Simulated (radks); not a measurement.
Task: Successive ionisation energies (eV) of one element, from differences of total energies of ions in their ground configurations, starting at charge 0: 10.282, 18.856, 27.997, 49.767, 63.407, 121.89, 150.96, 181.74, 214.08, 247.76, 297.77, 336.36, 376.33, 417.57, 459.95, 591.76, 631.71, 671.20, 729.25, 771.84, 813.91, 908.32. Calculated with a radial shooting solver on a logarithmic mesh with Libxc functionals: scalar-relativistic Kohn-Sham, r2SCAN, spin-polarised, spherical densities, finite nucleus; open shells are filled with parallel spins first; meta-GGA in the generalised Kohn-Sham scheme; Fermi nuclear charge, rms radius 4.0968 fm. Which element is it?

Result: Arsenic (Z = 33). The first species listed is As in [Ar] 3d10 4s2 4p3, the last As21+ in [Ne] 3s2.
